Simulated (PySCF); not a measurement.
## How methods differ on the excitation energy of Hf

Hf [Xe] 4f14 5d2 6s2 (3F) → Hf [Xe] 4f14 5d4 (5D), as a difference of total energies. All numbers are calculated (PySCF 2.14, scalar relativity through the core potential, in aug-cc-pVDZ-PP with ECP60MDF (5s5p4d2f, 54 functions)). Correlated levels: valence: 5s2 5p6 frozen. The calculations carry no spin-orbit coupling.

```tsv
method	excitation energy (eV)
UHF	4.342
MP2 (valence)	4.699
SCS-MP2 (valence)	5.278
CCSD (valence)	4.780
CCSD(T) (valence)	4.804
```

Problem. How much does correlation contribute at CCSD(T) (valence)?

Solution. 4.804 − (4.342) = 0.462 eV, measured against UHF.
